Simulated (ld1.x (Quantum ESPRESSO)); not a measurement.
**Reading a pseudo-wave (Pt)**

Columns: radius, all-electron u(r) and pseudo u(r) of the 6p shell (level -3.76 eV) of platinum in the configuration [Kr] 4d10 4f14 5s2 5p6 5d9 6s0.5 6p0; LDA (PZ), scalar-relativistic, PAW scheme, ld1.x (Quantum ESPRESSO) 7.5.

| r (bohr) | all-electron | pseudo |
| --- | --- | --- |
| 0.123 | -0.0884 | -0.0287 |
| 0.245 | 0.0545 | -0.1051 |
| 0.368 | 0.1309 | -0.2073 |
| 0.490 | 0.0279 | -0.3040 |
| 0.613 | -0.1067 | -0.3698 |
| 0.735 | -0.1940 | -0.3877 |
| 0.858 | -0.2220 | -0.3562 |
| 0.980 | -0.2019 | -0.2865 |
| 1.103 | -0.1498 | -0.1949 |
| 1.225 | -0.0809 | -0.0993 |
| 1.348 | -0.0043 | -0.0088 |
| 1.470 | 0.0722 | 0.0719 |
| 1.593 | 0.1459 | 0.1459 |
| 1.715 | 0.2133 | 0.2133 |
| 1.838 | 0.2744 | 0.2744 |
| 1.960 | 0.3279 | 0.3279 |
| 2.083 | 0.3748 | 0.3748 |
| 2.205 | 0.4146 | 0.4146 |
| 2.328 | 0.4484 | 0.4484 |
| 2.450 | 0.4760 | 0.4760 |
| 2.573 | 0.4985 | 0.4985 |
| 2.695 | 0.5160 | 0.5160 |
| 2.818 | 0.5291 | 0.5291 |
| 2.940 | 0.5383 | 0.5383 |
| 3.063 | 0.5440 | 0.5440 |
| 3.185 | 0.5466 | 0.5466 |

**Question.** How many radial nodes do the two functions have?

**Answer.** The all-electron 6p function has n − l − 1 = 4 (the table is too coarse to show those close to the nucleus); the pseudo-wave has 1, since 1 lower shell of the same l stays in the valence.

**Question.** At about which radius was the pseudo-wave matched?

**Answer.** 1.65 bohr. The columns agree to 0.0005 from 1.47 bohr on; several derivatives are matched, so the curves merge somewhat inside the radius.

**Question.** Is the pseudo-wave norm-conserving?

**Answer.** No, it belongs to a PAW set: the norm inside the radius is not constrained, and the difference is carried by the augmentation charge.
